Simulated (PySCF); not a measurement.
Isomers of C6H8Cl2O2, one GFN2-xTB conformer each. Single-point energies are computed at PBE0/pcSseg-1 (PySCF, gas phase, no added dispersion term), electronic only.

```tsv
SMILES	GFN2-xTB relative energy (kcal/mol)
C/C(=C\COC=O)C(Cl)Cl	21.1
O=C(Cl)CCCCC(=O)Cl	0.0
C/C(=C/CC(=O)O)C(Cl)Cl	11.5
CC(=O)O/C=C(/C)C(Cl)Cl	9.0
```

Conformers: `[CH3:1]/[C:2](=[CH:3]\[CH2:4][O:5][CH:6]=[O:7])[CH:8]([Cl:9])[Cl:10]` with C2–C3–C4–O5 -176°, C3–C4–O5–C6 -163°, C4–O5–C6–O7 0°, C1–C2–C8–Cl9 63°; `[O:1]=[C:2]([Cl:3])[CH2:4][CH2:5][CH2:6][CH2:7][C:8](=[O:9])[Cl:10]` with O1–C2–C4–C5 -6°, C2–C4–C5–C6 -85°, C4–C5–C6–C7 68°, C5–C6–C7–C8 -85°, C6–C7–C8–O9 -6°; `[CH3:1]/[C:2](=[CH:3]/[CH2:4][C:5](=[O:6])[OH:7])[CH:8]([Cl:9])[Cl:10]` with C2–C3–C4–C5 -98°, C3–C4–C5–O6 -17°, C4–C5–O7–H 180°, C1–C2–C8–Cl9 -123°; `[CH3:1][C:2](=[O:3])[O:4]/[CH:5]=[C:6](/[CH3:7])[CH:8]([Cl:9])[Cl:10]` with C1–C2–O4–C5 180°, C2–O4–C5–C6 180°, C5–C6–C8–Cl9 120°.

Task: What does PBE0/pcSseg-1 give for the same structures?

Result: 
| SMILES | PBE0/pcSseg-1 E (Eh) | PBE0/pcSseg-1 (kcal/mol) | GFN2-xTB (kcal/mol) | point group |
| --- | --- | --- | --- | --- |
| O=C(Cl)CCCCC(=O)Cl | -1303.50501 | 0.0 | 0.0 | C2 |
| C/C(=C/CC(=O)O)C(Cl)Cl | -1303.48119 | 14.9 | 11.5 | C1 |
| CC(=O)O/C=C(/C)C(Cl)Cl | -1303.48020 | 15.6 | 9.0 | Cs |
| C/C(=C\COC=O)C(Cl)Cl | -1303.46334 | 26.1 | 21.1 | C1 |

Both levels put the same isomer lowest; measured from each level's own lowest isomer, the values differ by up to 6.6 kcal/mol (CC(=O)O/C=C(/C)C(Cl)Cl: 9.0 against 15.6). As drawn, the highest has a C(=O)–O unit and a C=C bond outside aromatic rings, which the lowest lacks. Neighbours under 2.5 kcal/mol apart (C/C(=C/CC(=O)O)C(Cl)Cl and CC(=O)O/C=C(/C)C(Cl)Cl) can change places with a better method, another conformer or zero-point energy.

Task: Which frontier levels, dipoles and rotational constants go with these structures?

Result: 
```
                SMILES  HOMO (eV, PBE0/pcSseg-1)  LUMO (eV)  dipole (D)       A, B, C (MHz)
    O=C(Cl)CCCCC(=O)Cl                     -8.63      -1.14        4.38  1153, 799.5, 572.7
C/C(=C/CC(=O)O)C(Cl)Cl                     -7.52      -0.86        1.29  1271, 701.2, 614.1
CC(=O)O/C=C(/C)C(Cl)Cl                     -7.47      -0.93        1.67  1565, 457.4, 448.5
  C/C(=C\COC=O)C(Cl)Cl                     -7.80      -0.83        1.33  2122, 350.5, 333.3
```
